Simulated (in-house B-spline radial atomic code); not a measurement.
Configurations of the barium ion Ba⁴⁺, with energies counted from [Kr] 4d10 5s2 5p4. Method: scalar-relativistic (X2C) CAM-B3LYP, spin-polarised, spherical fractional occupations, exact exchange averaged over the configuration, Fermi nucleus of rms radius 4.8378 fm. Calculated with a radial B-spline atomic code at the basis-set limit. Shells without spins written out take the highest spin.

Occupations are held fixed; configurations that lie above the ionisation limit could autoionise.

| configuration | E - E(ref) (eV) | highest orbital | its <r> (bohr) |
| --- | --- | --- | --- |
| [Kr] 4d10 5s1 5p4 5d1 | 35.894 | 5d up | 2.233 |
| [Kr] 4d10 5s2 5p3 6d1 | 38.198 | 6d up | 4.527 |
| [Kr] 4d10 5s2 5p3 6f1 | 45.357 | 6f up | 6.422 |
| [Kr] 4d9 5s2 5p4 5f1 | 118.67 | 5f up | 3.559 |
| [Ar] 3d9 4s2 4p6 4d10 4f1 5s2 5p4 | 785.07 | 4f up | 1.084 |

Order these further configurations by energy, lowest first.
A. [Ar] 3d9 4s2 4p6 4d10 5s2 5p4 5f1
B. [Kr] 4d10 5s2 5p3 6p1
C. [Kr] 4d9 5s2 5p4 6f1
D. [Kr] 4d10 5s1 5p4 6f1
E. [Kr] 4d10 5s2 5p3 6s1

E (25.599 eV), B (30.906 eV), D (62.163 eV), C (126.3 eV), A (811.84 eV).
